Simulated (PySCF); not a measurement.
# Spin states and ions at one geometry of [La(NH3)2]3+

PySCF 2.14.0, RKS PBE, La def2-SVP with ECP46, N def2-SVP, H def2-SVP; non-relativistic Hamiltonian with scalar-relativistic core potentials where named; density fitting; no spin-orbit coupling; singlets restricted, open shells unrestricted. The geometry is relaxed for charge +3, singlet, vacuum:

```xyz
9

La    0.4689   -1.1047   -0.0002
N    -0.0826    0.1858    2.1040
H     0.6366    0.8832    2.4138
H    -0.9637    0.7526    2.0896
H    -0.2049   -0.4112    2.9575
N    -0.0806    0.1872   -2.1036
H     0.5820    0.0230   -2.8996
H    -1.0120   -0.0279   -2.5348
H    -0.0967    1.2318   -2.0267
```

Energies count from the relaxed state; an electron taken off or put on is at rest in vacuum. Charges and spins are Mulliken's.

```
                     state  energy (eV)  spin squared  charge on La1 (e)  spin on La1 (e)  dipole about the centre of mass (D)
charge +3, singlet, vacuum         0.00          0.00               2.07             0.00                                 3.25
charge +4, doublet, vacuum        26.82          0.75               2.37             0.13                                 6.91
charge +2, doublet, vacuum       -15.25          0.75               1.34             1.01                                 3.19
```

Q: What does the state charge +3, triplet, vacuum give?

A: energy (eV) 5.69, spin squared 2.00, charge on La1 (e) 1.59, spin on La1 (e) 1.09, dipole about the centre of mass (D) 6.74.

With an electron taken off (doublet) the charges change, summed by element, by La +0.30 e, N +0.29 e, H +0.41 e. The vertical ionisation energy is 26.82 eV, against −ε(HOMO) = 23.50 eV of the relaxed state. The level lies 3.3 eV too high, as is usual for semilocal functionals and global hybrids, which keep a self-interaction error.

With an electron put on (doublet) the charges change, summed by element, by La -0.73 e, N +0.01 e, H -0.27 e. The vertical electron affinity is 15.25 eV, against −ε(LUMO) = 18.47 eV of the relaxed state.

Open shells may have lower solutions than those found. Hard to converge, so the more doubtful: charge +3, triplet, vacuum; charge +4, doublet, vacuum.

A frequency check found unstable modes (1, the lowest at -54 cm⁻¹), so the relaxed geometry is probably a saddle point.
